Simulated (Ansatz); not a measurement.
C3H6BN, SMILES `BCN=C=C` from Hartree–Fock to CCSD(T)

```xyz
11

B    -1.255    1.315   -1.094
C    -1.020   -0.072   -0.437
N    -0.307   -0.069    0.823
C     0.817   -0.489    0.977
C     2.027   -0.922    1.226
H    -1.822    1.337   -2.147
H    -0.906    2.333   -0.578
H    -0.568   -0.755   -1.175
H    -2.030   -0.477   -0.263
H     2.877   -0.261    1.119
H     2.187   -1.942    1.549
```

The species carries charge 0 and has multiplicity 1. The geometry is a stationary point of PBE0-D4/def2-TZVP. It is one conformer, not always the lowest. Frozen core, restricted reference, Ansatz. CBS rows extrapolate triple and quadruple zeta; past MP2 they add the triple-zeta difference.

| basis | HF (Eh) | MP2 corr. |
| --- | --- | --- |
| def2-SVP | -196.00295 | -0.63609 |
| def2-TZVPP | -196.22545 | -0.77634 |
| def2-QZVPP | -196.23428 | -0.82687 |

(1) Estimate the CCSD correlation energy and the (T) correction in each basis where they were run (hartree).

Results:

(1) 
```tsv
basis	CCSD corr.	(T)
def2-SVP	-0.68444	-0.02524
def2-TZVPP	-0.81402	-0.03761
CBS(def2)	-0.90199	as TZ
```
